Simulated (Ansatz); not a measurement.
Z-matrix (Å, degrees):
```
C
C 1 1.2951
N 1 1.3510 2 152.75
H 3 1.0054 1 116.59 2 -163.62
H 3 1.0067 4 114.76 1 -142.70
H 2 1.0738 1 151.52 3 3.15
C 1 1.4800 2 65.45 6 175.96
H 7 1.0941 1 119.43 2 106.67
H 7 1.0944 8 113.09 1 -148.66
```
Charge +1, spin multiplicity 2.

The numbers are results of frozen-core CCSD(T)/cc-pVTZ // PBE0-D4/def2-TZVP run with Ansatz (a program for electronic structure), not measurements. The geometry is that of the parent before the electron was removed.

```
Item                            Value
----------------------  -------------
HF energy               -170.66803 Ha
MP2 correlation energy    -0.64491 Ha
```

Estimate the CCSD correlation energy, the (T) correction, the total energy and the T1 diagnostic.


```yaml
CCSD correlation energy: -0.67727 Ha
"(T) correction": -0.03061 Ha
CCSD(T) total energy: -171.37591 Ha
T1 diagnostic: 0.019
```
